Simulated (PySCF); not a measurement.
Electric field gradients and quadrupole coupling constants

C₅H₁₁NOSi₂.
Cartesian coordinates in Å at the GFN2-xTB level; atoms count from 1:
```
atom  x, y, z in Å
C1     0.343    2.892    2.009
C2     0.215    1.736    1.699
Si3   -0.046   -0.024    1.182
Si4   -2.086   -0.528    0.206
N5    -2.214    0.446   -1.198
C6     1.446   -0.390   -0.033
C7     1.369   -1.836   -0.503
C8     1.283    0.584   -1.115
O9     0.645    0.415   -2.131
H10    0.468    3.900    2.285
H11    0.320   -0.816    2.376
H12   -3.216   -0.143    1.058
H13   -2.206   -1.987   -0.009
H14   -3.071    0.457   -1.727
H15   -1.424    0.520   -1.823
H16    2.372   -0.197    0.508
H17    1.304   -2.518    0.342
H18    0.497   -1.977   -1.138
H19    2.254   -2.095   -1.085
H20    1.741    1.572   -0.907
```

Field gradients from the PBE0/pcSseg-1 density (PySCF, non-relativistic), principal values in atomic units, ordered |Vxx| ≤ |Vyy| ≤ |Vzz|:

```tsv
atom	Vxx	Vyy	Vzz
N5	0.3512	0.5674	-0.9187
O9	0.5833	1.3768	-1.9601
```

Task: Find the asymmetry η = (Vxx − Vyy)/Vzz and the couplings χ = eQV/h (234.96 MHz × Q in barn × V in au), with Q(14N) = 0.02044 b, Q(17O) = −0.0256 b.

Result: 
| atom | environment | nucleus | η | χzz (MHz) | χxx (MHz) | χyy (MHz) |
| --- | --- | --- | --- | --- | --- | --- |
| N5 | silicon-bound nitrogen | 14N | 0.24 | -4.412 | 1.687 | 2.725 |
| O9 | aldehyde oxygen | 17O | 0.40 | 11.79 | -3.51 | -8.28 |

Task: What is Vzz at O9 in SI units (1 au = 9.71736 × 10²¹ V/m²)?

Result: -1.9601 au = -19.047 × 10²¹ V/m².

Task: What couplings would deuterons (Q(2H) = 0.00286 b) have in place of the hydrogens, at this geometry?

Result: 
| atom | bonded to | bond length (Å) | Vzz (au) | η | χzz (kHz) |
| --- | --- | --- | --- | --- | --- |
| H10 | C1 | 1.053 | 0.3859 | 0.00 | 259 |
| H11 | Si3 | 1.478 | 0.1533 | 0.02 | 103 |
| H12 | Si4 | 1.467 | 0.1601 | 0.04 | 108 |
| H13 | Si4 | 1.480 | 0.1490 | 0.02 | 100 |
| H14 | N5 | 1.007 | 0.4313 | 0.16 | 290 |
| H15 | N5 | 1.010 | 0.3993 | 0.19 | 268 |
| H16 | C6 | 1.090 | 0.3083 | 0.05 | 207 |
| H17 | C7 | 1.088 | 0.3125 | 0.03 | 210 |
| H18 | C7 | 1.088 | 0.3094 | 0.04 | 208 |
| H19 | C7 | 1.090 | 0.3109 | 0.03 | 209 |
| H20 | C8 | 1.108 | 0.2677 | 0.01 | 180 |

The structure is a single GFN2-xTB conformer in the gas phase; no vibrational or solvent corrections. GFN2-xTB bond lengths can be off by several hundredths of an ångström, more for odd bonds, and the gradients follow them. A larger basis could move these couplings by a tenth or more.
